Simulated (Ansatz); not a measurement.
Frontier orbitals of BrH₅O₂Si₂, SMILES `O[SiH](Br)O[SiH3]`.

Cartesian coordinates in Å:
```
O -1.419 -1.537 -1.328
Si -0.119 -1.285 -0.389
Br 1.672 -0.914 -1.662
O -0.295 -0.007 0.584
Si 0.298 1.467 1.010
H -1.606 -0.927 -2.043
H 0.081 -2.509 0.396
H 0.161 2.414 -0.125
H 1.726 1.352 1.395
H -0.501 1.946 2.162
```

Charge 0, multiplicity 1. Correlated methods include outer-core shells of Br, which these sets cover unevenly. Scalar relativity is left out up to krypton. The geometry is a stationary point of PBE0-D4/def2-TZVP. It is one conformer, not always the lowest. Basis def2-TZVPP, the Gaussian-basis code of Ansatz.

Orbital energies of one run (eV). Highest occupied ones, from the top: -8.11, -8.20, -8.61, -8.80, -9.40, -9.62, -10.30, -10.97, -11.60, -11.79, -12.92, -14.92, -16.31, -21.03. Empty: -0.15, 0.56, 0.66, 1.38, 1.44, 1.69.

(1) Which functional gave them?
A. revPBE
B. PBE
C. CAM-B3LYP
D. r2SCANh

Answers

(1) D. HOMO energies: r2SCANh -8.11, PBE -7.25, CAM-B3LYP -9.95, revPBE -7.19 eV.
